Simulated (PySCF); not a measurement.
Identify the unknown among the candidates.

| technique | computed result |
| --- | --- |
| Valence photoelectron | vertical ionisation energy: 8.31 eV [ΔSCF CAM-B3LYP/def2-SVPD] |
| Polarisability | 95.6 au [CAM-B3LYP/def2-SVPD] |
| Dipole | 0.50 D [CAM-B3LYP/def2-SVPD] |
| 1H NMR | chemical shifts (computed TMS as zero) by class: 7.30 (1 H), 6.21 (1 H), 6.00 (1 H), 1.31 (9 H) ppm [GIAO KT2/pcSseg-1] |
| Rotational structure | rotational constants A, B, C: 3.077, 1.248, 1.102 GHz [PBE0-D3(BJ)/def2-SVP] |
| NMR, other nuclei | isotropic shieldings of nuclei other than C and H, by class: 35 (1 O) ppm [GIAO KT2/pcSseg-1] |
| 13C NMR | chemical shifts (computed TMS as zero) by class: 157.4 (1 C), 135.5 (1 C), 106.1 (1 C), 98.6 (1 C), 36.1 (1 C), 30.6 (3 C) ppm [GIAO KT2/pcSseg-1] |
| XPS | C1s 290.0, C1s 290.2, C1s 290.3 (×3), C1s 290.9, C1s 291.2, C1s 291.2, O1s 539.5 eV [ΔSCF SCAN, pcX-2 on the ionised atom, pcseg-1 elsewhere, spin-free X2C] |
| Triplet | lowest triplet excitation (Tamm–Dancoff): 3.99 eV [TDA CAM-B3LYP/def2-SVPD] |
| UV, first state | lowest singlet excitation: 6.11 eV (203 nm, f = 0.241) [TDDFT CAM-B3LYP/def2-SVPD] |

The electronic properties come from PySCF, for the isolated species, density fitting. Levels stand in brackets. Geometry: PBE0-D3(BJ)/def2-SVP; no solvent, vibrations or thermal averaging. Each NMR value is the plain mean over a class of atoms that symmetry, rotation or inversion makes alike.

Question: Which candidate is it?
A. `CC(C)(C)c1ccco1`
B. `CC(C)(C)c1ccoc1`
C. `CC(C)C1=CC(=O)CC1`

Answer: A. It is `CC(C)(C)c1ccco1`. Numbering: `[CH3:1][C:2]([CH3:3])([CH3:4])[c:5]1[cH:6][cH:7][cH:8][o:9]1`. Its formula, C8H12O, gives 3 degrees of unsaturation: 1 ring and 2 π bonds in the structure found (Kekulé form). 8 carbons fall into 6 classes; from least to most shielded: substituted aromatic carbon [C5] (157.4 ppm), aromatic CH next to a ring oxygen [C8] (135.5 ppm), aromatic CH carbon [C7] (106.1 ppm), aromatic CH carbon [C6] (98.6 ppm), benzylic-type carbon [C2] (36.1 ppm), methyl carbon [C1/C3/C4] (30.6 ppm, 3 C, up to 2.7 ppm apart in this geometry). Hydrogen classes from least to most shielded: 1 H on an aromatic CH next to a ring oxygen, C8 (7.30 ppm), 1 H on an aromatic CH carbon, C7 (6.21 ppm), 1 H on an aromatic CH carbon, C6 (6.00 ppm), 9 H on 3 methyl carbons, C1/C3/C4 (1.31 ppm, a mean of values up to 0.9 ppm apart in this geometry). The other shieldings belong to: 35 ppm, furan-type oxygen [O9]. The core levels belong to: C1s 290.0 eV, aromatic CH carbon [C6]; C1s 290.2 eV, aromatic CH carbon [C7]; C1s 290.3 eV, methyl carbon [C1/C3/C4]; C1s 290.9 eV, benzylic-type carbon [C2]; C1s 291.2 eV, substituted aromatic carbon [C5]; C1s 291.2 eV, aromatic CH next to a ring oxygen [C8]; O1s 539.5 eV, furan-type oxygen [O9]. One atom of each topological class was ionised and stands for its class. The first electron is taken from the HOMO, whose largest Löwdin shares are 0.26 on the aromatic CH next to a ring oxygen, 0.24 on the substituted aromatic carbon, 0.16 on an aromatic CH carbon and 0.14 on an aromatic CH carbon. The optimised geometry has point group Cs and is an asymmetric top.

The others, at the same levels:
- `CC(C)(C)c1ccoc1` fails: its computed vertical ionisation energy is 8.52 eV (against 8.31 eV), smallest rotational constant is 1.052 GHz (against 1.102 GHz) and dipole moment is 0.96 D (against 0.50 D).
- `CC(C)C1=CC(=O)CC1` fails: its computed lowest singlet excitation is 4.09 eV (303 nm, f = 0.000) (against 6.11 eV), vertical ionisation energy is 9.06 eV (against 8.31 eV) and lowest triplet excitation (Tamm–Dancoff) is 3.64 eV (against 3.99 eV).

Each candidate is one conformer, not necessarily the lowest. Dipoles, sizes and rotational constants follow the conformer. The torsions of the flexible species, by atom-mapped SMILES:
- `[CH3:1][C:2]([CH3:3])([CH3:4])[c:5]1[cH:6][cH:7][cH:8][o:9]1`: C1–C2–C5–C6 120°
- `[CH3:1][C:2]([CH3:3])([CH3:4])[c:5]1[cH:6][cH:7][o:8][cH:9]1`: C1–C2–C5–C6 60°
- `[CH3:1][CH:2]([CH3:3])[C:4]1=[CH:5][C:6](=[O:7])[CH2:8][CH2:9]1`: C1–C2–C4–C5 -12°
